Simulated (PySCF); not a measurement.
Compound: i-BuOEt, C6H14O.
Cartesian coordinates in Å at the PBE0-D3(BJ)/def2-SVP level; atoms count from 1:
```
atom  x, y, z in Å
C1     2.9407    0.1526   -0.8450
C2     2.3176   -0.5084    0.3716
O3     0.9241   -0.6296    0.3023
C4     0.2092    0.5563    0.4930
C5    -1.2785    0.2486    0.5437
C6    -1.7428   -0.4295   -0.7389
C7    -2.0696    1.5160    0.8378
H8     4.0388    0.1214   -0.7768
H9     2.6369   -0.3731   -1.7629
H10    2.6452    1.2082   -0.9417
H11    2.6076    0.0391    1.2926
H12    2.7035   -1.5348    0.4750
H13    0.5249    1.0460    1.4387
H14    0.4023    1.2848   -0.3227
H15   -1.4231   -0.4595    1.3794
H16   -1.6462    0.2540   -1.5996
H17   -2.7989   -0.7323   -0.6691
H18   -1.1361   -1.3218   -0.9459
H19   -1.9334    2.2626    0.0375
H20   -3.1468    1.3019    0.9073
H21   -1.7590    1.9813    1.7866
```

Method: PBE0-D3(BJ)/def2-SVP geometry optimisation, gas phase in PySCF 2.14.0.

Masses are those of the commonest isotopes; rigid-rotor values at the optimised geometry. The values belong to one conformer with, in the numbering `[CH3:1][CH2:2][O:3][CH2:4][CH:5]([CH3:6])[CH3:7]`, C1–C2–O3–C4 -74°, C2–O3–C4–C5 -174°, O3–C4–C5–C6 -59°.

Question: What are A, B and C (cm⁻¹)?

Answer: Ia = 95.58, Ib = 412.79, Ic = 439.57 u·Å²; 505379 MHz·u·Å²/I gives 5288, 1224 and 1150 MHz, that is A = 0.17637, B = 0.04084, C = 0.03835 cm⁻¹.

Question: Classify the top.

Answer: A near-prolate asymmetric top: κ = (2 × 1224 − 5288 − 1150)/(5288 − 1150) = -0.96.

Question: Is it planar, by Δ = Ic − Ia − Ib?

Answer: Not planar: Δ = Ic − Ia − Ib = -68.80 u·Å². For a rigid frame Δ = −2 Σ m c², so Σ m c² = 34.40 u·Å² lies off the ab plane: 14.10 from hydrogen and 20.30 from heavier atoms. The atom farthest from that plane is 1.58 Å away.

Question: List the rotational levels J(Ka,Kc) to J = 2 (K).

Answer: Above 0(0,0), as E/k:
J = 1: 1(0,1) 0.114, 1(1,1) 0.309, 1(1,0) 0.313
J = 2: 2(0,2) 0.342, 2(1,2) 0.533, 2(1,1) 0.544, 2(2,1) 1.129, 2(2,0) 1.129
Those of J = 1 are B + C, A + C and A + B.

Question: Predict some low-J microwave lines.

Answer: The dipole components are |μa| = 0.44 D, |μb| = 0.90 D, |μc| = 0.43 D. The squared components, which scale the intensities, stand as 0.23 : 1.00 : 0.23 (a : b : c). Some lines, for components of 0.1 D or more:

```csv
type,branch,"J(Ka,Kc)",MHz,lower level (cm⁻¹)
a,Q,"5(1,4) ← 5(1,5)",1119,1.306
b,R,"1(1,1) ← 0(0,0)",6437,0.000
a,R,"3(2,2) ← 2(2,1)",7122,0.785
b,R,"2(1,2) ← 1(0,1)",8737,0.079
c,Q,"3(2,2) ← 3(1,2)",12078,0.619
c,Q,"2(2,1) ← 2(1,1)",12190,0.378
c,R,"5(2,4) ← 4(1,4)",24544,0.916
c,Q,"4(4,1) ← 4(3,1)",28702,2.023
b,Q,"4(4,0) ← 4(3,1)",28702,2.023
b,R,"5(5,0) ← 4(4,1)",48775,2.980
```

Question: Estimate the classical rotational partition function at 25 K, 50 K and 100 K.

Answer: Point group C1, symmetry number σ = 1; q = (√π/σ)·√((kT/h)³/(ABC)), k/h = 20836.6 MHz/K: 7720 at 25 K, 21800 at 50 K, 61800 at 100 K.

PBE0-D3(BJ)/def2-SVP frequencies: not computed here. Constants of a rigid frame at the computed geometry: no zero-point averaging, no centrifugal distortion. A rigid rotor knows nothing of internal rotation, which can split or shift real lines.
